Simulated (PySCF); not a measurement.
PySCF input file for C₃H₉Ge, SMILES [CH3][Ge]([CH3])[CH3] (connectivity only; charge and spin as stated), charge +1, multiplicity 1, TDDFT-PBE/def2-SVPD. Geometry optimised at PBE-D3(BJ)/def2-SVP. The spin state was assumed, not searched. The isomer is the one that the SMILES or the coordinates give; other isomers of the formula were not compared.

```python
import numpy as np
from pyscf import gto, scf, dft, tdscf

mol = gto.M(
    atom='''
    C    -0.39079926    1.86913315    0.23983644
    Ge   -0.00000320   -0.00001059   -0.00021295
    C     1.82367029   -0.61400471    0.03564681
    C    -1.43286485   -1.25513022   -0.27511173
    H     0.52604188    2.47715346    0.34726257
    H    -1.03108057    1.97989314    1.14243392
    H    -0.99225934    2.22332340   -0.62503702
    H     2.39652030   -0.07173085   -0.74769111
    H     1.90008679   -1.70574733   -0.11943358
    H     2.27198863   -0.33209111    1.01330706
    H    -1.28627565   -1.74265344   -1.26392393
    H    -1.35916660   -2.05659463    0.49129491
    H    -2.42579021   -0.77120331   -0.23362772
    ''',
    basis='def2-SVPD',
    charge=1,
    spin=0,
    max_memory=1600,
    verbose=4,
)
mf = dft.RKS(mol, xc='pbe').density_fit(auxbasis='def2-universal-jkfit')
mf.grids.level = 3
mf.conv_tol = 1e-9
mf.max_cycle = 100
mf.kernel()
mf.grids = dft.Grids(mol).set(level=1).build(with_non0tab=True)  # coarser grid for the response kernel
td = tdscf.TDDFT(mf)
td.singlet = True
td.nstates = 10
td.conv_tol = 1e-4
td.positive_eig_threshold = 1e-6
td.kernel(x0=td.get_init_guess(mf, 15))
td.analyze()
tt = tdscf.TDA(mf)
tt.singlet = False
tt.nstates = 4
tt.conv_tol = 1e-4
tt.positive_eig_threshold = 1e-6
tt.kernel(x0=tt.get_init_guess(mf, 9))
tt.analyze(verbose=3)
```

Output:

```
PySCF version 2.14.0

[INPUT] verbose = 4
[INPUT] num. atoms = 13
[INPUT] num. electrons = 58
[INPUT] charge = 1
[INPUT] spin (= nelec alpha-beta = 2S) = 0
[INPUT] symmetry False subgroup None
[INPUT] Mole.unit = angstrom
[INPUT] Symbol           X                Y                Z      unit          X                Y                Z       unit  Magmom
[INPUT]  1 C     -0.390799260000   1.869133150000   0.239836440000 AA   -0.738503571083   3.532149743846   0.453225186291 Bohr   0.0
[INPUT]  2 Ge    -0.000003200000  -0.000010590000  -0.000212950000 AA   -0.000006047124  -0.000020012200  -0.000402417178 Bohr   0.0
[INPUT]  3 C      1.823670290000  -0.614004710000   0.035646810000 AA    3.446237389606  -1.160300741093   0.067362708114 Bohr   0.0
[INPUT]  4 C     -1.432864850000  -1.255130220000  -0.275111730000 AA   -2.707722140016  -2.371852366465  -0.519885823355 Bohr   0.0
[INPUT]  5 H      0.526041880000   2.477153460000   0.347262570000 AA    0.994075083251   4.681141607919   0.656231150613 Bohr   0.0
[INPUT]  6 H     -1.031080570000   1.979893140000   1.142433920000 AA   -1.948459889660   3.741455790505   2.158887224213 Bohr   0.0
[INPUT]  7 H     -0.992259340000   2.223323400000  -0.625037020000 AA   -1.875098397142   4.201472312337  -1.181148785514 Bohr   0.0
[INPUT]  8 H      2.396520300000  -0.071730850000  -0.747691110000 AA    4.528767018961  -0.135551661182  -1.412931423672 Bohr   0.0
[INPUT]  9 H      1.900086790000  -1.705747330000  -0.119433580000 AA    3.590643646004  -3.223395291408  -0.225696756276 Bohr   0.0
[INPUT] 10 H      2.271988630000  -0.332091110000   1.013307060000 AA    4.293436268826  -0.627561246303   1.914872823488 Bohr   0.0
[INPUT] 11 H     -1.286275650000  -1.742653440000  -1.263923930000 AA   -2.430708699197  -3.293137731631  -2.388470069984 Bohr   0.0
[INPUT] 12 H     -1.359166600000  -2.056594630000   0.491294910000 AA   -2.568452631656  -3.886400599951   0.928412826293 Bohr   0.0
[INPUT] 13 H     -2.425790210000  -0.771203310000  -0.233627720000 AA   -4.584079132551  -1.457363042258  -0.441492405907 Bohr   0.0

nuclear repulsion = 282.870277506187
number of shells = 74
number of NR pGTOs = 260
number of NR cGTOs = 170
basis = def2-SVPD
ecp = {}


******** <class 'pyscf.df.df_jk.DFRKS'> ********
method = DFRKS
initial guess = minao
damping factor = 0
level_shift factor = 0
DIIS = <class 'pyscf.scf.diis.CDIIS'>
diis_start_cycle = 1
diis_space = 8
diis_damp = 0
SCF conv_tol = 1e-09
SCF conv_tol_grad = None
SCF max_cycles = 100
direct_scf = False
XC library pyscf.dft.libxc version 7.1.2
    S. Lehtola, C. Steigemann, M. J. T. Oliveira, and M. A. L. Marques,  SoftwareX 7, 1–5 (2018)
XC functionals = pbe
    J. P. Perdew, K. Burke, and M. Ernzerhof,  Phys. Rev. Lett. 77, 3865 (1996)
    J. P. Perdew, K. Burke, and M. Ernzerhof,  Phys. Rev. Lett. 78, 1396 (1997)
    J. P. Perdew, K. Burke, and M. Ernzerhof,  Phys. Rev. Lett. 77, 3865 (1996)
    J. P. Perdew, K. Burke, and M. Ernzerhof,  Phys. Rev. Lett. 78, 1396 (1997)
radial grids:
    Treutler-Ahlrichs [JCP 102, 346 (1995); DOI:10.1063/1.469408] (M4) radial grids

becke partition: Becke, JCP 88, 2547 (1988); DOI:10.1063/1.454033
pruning grids: <function nwchem_prune>
grids dens level: 3
symmetrized grids: False
atomic radii adjust function: <function treutler_atomic_radii_adjust>
small_rho_cutoff = 0
Set gradient conv threshold to 3.16228e-05
Initial guess from minao.
tot grids = 151272
init E= -2195.12296335513
  HOMO = -0.350594030386304  LUMO = -0.120028685575182  gap/eV = 6.27400
cycle= 1 E= -2195.50940724641  delta_E= -0.386  |g|= 0.838  |ddm|= 4.27
  HOMO = -0.45096363509858  LUMO = -0.349194060906384  gap/eV = 2.76929
cycle= 2 E= -2195.26535533752  delta_E= 0.244  |g|= 1.35  |ddm|= 2.88
  HOMO = -0.476079867505293  LUMO = -0.304740733798731  gap/eV = 4.66238
cycle= 3 E= -2195.64600165374  delta_E= -0.381  |g|= 0.047  |ddm|= 1.96
  HOMO = -0.483013814441545  LUMO = -0.314762361456289  gap/eV = 4.57836
cycle= 4 E= -2195.64650638051  delta_E= -0.000505  |g|= 0.0301  |ddm|= 0.13
  HOMO = -0.478690975090247  LUMO = -0.310456864378973  gap/eV = 4.57788
cycle= 5 E= -2195.64680247515  delta_E= -0.000296  |g|= 0.00632  |ddm|= 0.0521
  HOMO = -0.479124431076937  LUMO = -0.310575171851116  gap/eV = 4.58646
cycle= 6 E= -2195.64681130621  delta_E= -8.83e-06  |g|= 0.000471  |ddm|= 0.0065
  HOMO = -0.479184073606039  LUMO = -0.310665001337449  gap/eV = 4.58564
cycle= 7 E= -2195.64681136813  delta_E= -6.19e-08  |g|= 0.000134  |ddm|= 0.000999
  HOMO = -0.479186603661907  LUMO = -0.310659978843269  gap/eV = 4.58584
cycle= 8 E= -2195.64681137365  delta_E= -5.52e-09  |g|= 1.42e-05  |ddm|= 0.000241
  HOMO = -0.479185843549309  LUMO = -0.310659669825985  gap/eV = 4.58583
cycle= 9 E= -2195.6468113737  delta_E= -5.46e-11  |g|= 2.4e-06  |ddm|= 2.52e-05
  HOMO = -0.479185235177453  LUMO = -0.310659260836815  gap/eV = 4.58583
Extra cycle  E= -2195.6468113737  delta_E= 9.09e-13  |g|= 3.92e-06  |ddm|= 8.61e-06
converged SCF energy = -2195.6468113737
tot grids = 45208
Overwritten attributes  positive_eig_threshold  of <class 'pyscf.tdscf.rks.CasidaTDDFT'>


******** <class 'pyscf.tdscf.rks.CasidaTDDFT'> for <class 'pyscf.df.df_jk.DFRKS'> ********
nstates = 10 singlet
deg_eia_thresh = 1.000e-03
wfnsym = None
conv_tol = 0.0001
eigh lindep = 1e-12
eigh level_shift = 0
eigh max_cycle = 100


Excitation energies (eV)
[4.73283996 4.7329299  6.28359413 6.6761753  6.67653274 6.90006782
 6.90044132 7.32699559 7.91709175 7.91720451]

** Singlet excitation energies and oscillator strengths **
Excited State   1:      4.73284 eV    261.97 nm  f=0.0000
      28 -> 30        0.64946
      29 -> 30       -0.27755
Excited State   2:      4.73293 eV    261.96 nm  f=0.0000
      28 -> 30        0.27755
      29 -> 30        0.64947
Excited State   3:      6.28359 eV    197.31 nm  f=0.0021
      27 -> 30       -0.70645
Excited State   4:      6.67618 eV    185.71 nm  f=0.0530
      26 -> 30        0.68688
      28 -> 31        0.13584
Excited State   5:      6.67653 eV    185.70 nm  f=0.0530
      25 -> 30       -0.68685
      29 -> 31        0.13592
Excited State   6:      6.90007 eV    179.69 nm  f=0.0000
      24 -> 30        0.70102
Excited State   7:      6.90044 eV    179.68 nm  f=0.0000
      23 -> 30        0.70348
Excited State   8:      7.32700 eV    169.22 nm  f=0.0000
      22 -> 30       -0.69621
Excited State   9:      7.91709 eV    156.60 nm  f=0.1968
      26 -> 30        0.11575
      28 -> 31       -0.58940
      28 -> 32       -0.15044
      29 -> 31        0.29768
Excited State  10:      7.91720 eV    156.60 nm  f=0.1970
      25 -> 30        0.11579
      28 -> 31        0.29768
      29 -> 31        0.58937
      29 -> 32        0.15063

** Transition electric dipole moments (AU) **
state          X           Y           Z        Dip. S.      Osc.
  1         0.0010     -0.0028     -0.0004      0.0000      0.0000
  2         0.0026      0.0008      0.0002      0.0000      0.0000
  3         0.0023      0.0212     -0.1153      0.0137      0.0021
  4         0.4011     -0.4020     -0.0363      0.3238      0.0530
  5        -0.4018     -0.3922     -0.0951      0.3243      0.0530
  6         0.0023      0.0012     -0.0000      0.0000      0.0000
  7         0.0001     -0.0001     -0.0003      0.0000      0.0000
  8         0.0000      0.0002      0.0013      0.0000      0.0000
  9         0.7029     -0.7190     -0.0587      1.0145      0.1968
 10         0.7185      0.6893      0.1555      1.0156      0.1970

** Transition velocity dipole moments (imaginary part, AU) **
state          X           Y           Z        Dip. S.      Osc.
  1         0.0002     -0.0005     -0.0001      0.0000      0.0000
  2         0.0004      0.0001      0.0000      0.0000      0.0000
  3         0.0005      0.0048     -0.0263      0.0007      0.0021
  4         0.0964     -0.0963     -0.0087      0.0186      0.0506
  5        -0.0962     -0.0943     -0.0229      0.0187      0.0507
  6         0.0006      0.0003     -0.0000      0.0000      0.0000
  7         0.0000     -0.0000     -0.0001      0.0000      0.0000
  8         0.0000      0.0001      0.0004      0.0000      0.0000
  9         0.2112     -0.2163     -0.0177      0.0917      0.2101
 10         0.2162      0.2071      0.0467      0.0918      0.2103

** Transition magnetic dipole moments (imaginary part, AU) **
state          X           Y           Z
  1         0.9900      0.7758      0.1722
  2         0.7904     -0.9899     -0.0849
  3        -0.0000      0.0000     -0.0008
  4        -0.0054     -0.0023     -0.0008
  5         0.0019     -0.0046     -0.0005
  6        -0.0871      0.2588      0.0314
  7        -0.2601     -0.0839     -0.0290
  8        -0.0000     -0.0076      0.0489
  9         0.0057      0.0028      0.0006
 10         0.0027     -0.0055     -0.0007
Overwritten attributes  positive_eig_threshold  of <class 'pyscf.tdscf.rks.TDA'>


******** <class 'pyscf.tdscf.rks.TDA'> for <class 'pyscf.df.df_jk.DFRKS'> ********
nstates = 4 triplet
deg_eia_thresh = 1.000e-03
wfnsym = None
conv_tol = 0.0001
eigh lindep = 1e-12
eigh level_shift = 0
eigh max_cycle = 100


Excitation energies (eV)
[4.3615539  4.36170964 6.17199249 6.19108734]

** Triplet excitation energies and oscillator strengths **
Excited State   1:      4.36155 eV    284.27 nm  f=0.0000
Excited State   2:      4.36171 eV    284.26 nm  f=0.0000
Excited State   3:      6.17199 eV    200.88 nm  f=0.0000
Excited State   4:      6.19109 eV    200.26 nm  f=0.0000
```

The run converged.
